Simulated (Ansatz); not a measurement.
The same hydrogen abstraction along the group O, S, Se.

Gas-phase electronic energies from Ansatz, PBE0-D4/def2-TZVP geometries. CBS: MP2 limit from def2 TZ/QZ plus the TZ coupled-cluster correction, frozen cores. This one scheme is used for every species, atoms too. Open shells (•) are unrestricted, without spin–orbit coupling. Bonds to Ge, Se are less sure, by a few kJ/mol each and by 10 to 20 or more in all where they break to atoms, as the def2 sets lack core-valence functions. Scalar relativity is left out up to krypton.

Q: Order these by ΔE at CCSD(T)/CBS, lowest first. (Estimate.)
A. `[OH][GeH3]` + H• → `[O][GeH3]`• + H₂
B. `[GeH3][SeH]` + H• → `[GeH3][Se]`• + H₂
C. `[SH][GeH3]` + H• → `[S][GeH3]`• + H₂

A: B (-100.4 kJ/mol), C (-63.5 kJ/mol), A (+62.0 kJ/mol).

Largest T1 diagnostic: 0.015, for `[O][GeH3]`•.
